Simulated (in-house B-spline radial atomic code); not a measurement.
## RPA and G0W0 on PBE: As XIX (As18+)

Configuration [Ne] 3s2 3p3, highest spin, mean-field start PBE. Computed with a B-spline radial code for spherical atoms: all electrons, non-relativistic, point nucleus, each spin shell either full or empty, empty states to l = 9 with an (l + 1/2)⁻⁴ tail; G0W0 by contour deformation at full frequency.

Command:
```bash
python run_gw.py task.json out
```
Settings (radii: box in bohr, nucleus in fm):
```
Z                        33
electrons                15
configuration            [Ne] 3s2 3p3
hamiltonian              nr
method                   pbe,pbe
lmax                     9
spin_polarised           True
box_radius               4.4
intervals                47
```

Time taken, with all properties: 1.9 s on 1 thread of Arm Neoverse N1, with other jobs on the host.

Energies (hartree):

| term | value |
| --- | --- |
| mean-field total | -2056.62992 |
| Hartree-Fock functional on these orbitals | -2056.30924 |
| direct second order | -1.2511 |
| second-order exchange | 0.45703 |
| SOSEX correction | 0.41492 |

Question: What is the RPA correlation energy, and what remains with SOSEX?

Answer: RPA gives -1.1091 hartree (-2.01 eV per electron); RPA + SOSEX gives -0.69418, and the second-order doubles -0.79404 hartree (no singles). RPA lacks exchange-type terms and so overcorrelates at short range.

Quasi-particle levels (eV):

```csv
level,occupied,mean field,Σx - vxc,Σc,QP weight,G0W0
3p up,yes,-702.38,-21.49,?,?,?
3s down,yes,-739.16,-14.71,-5.44,0.972,-759.31
2p down,yes,-1983.81,-64.99,6.87,0.980,-2041.93
3p down,no,-689.39,23.49,-4.58,0.968,-670.48
```

G0W0 = mean field + (Σx - vxc) + Σc, with Σc (partial-wave tail included) taken at the quasi-particle energy. Only the outer levels were computed. Levels of low weight are left out.

Question: Where does G0W0 put 3p up?

Answer: At -724.12 eV, with Σc = -0.25 eV and a quasi-particle weight of 0.968. The tabulated removal energy is 728.9 ± 2.2 eV (NIST, semi-empirical); the calculation leaves out relativity, Breit and QED terms, and what these don't explain is the method's own error.
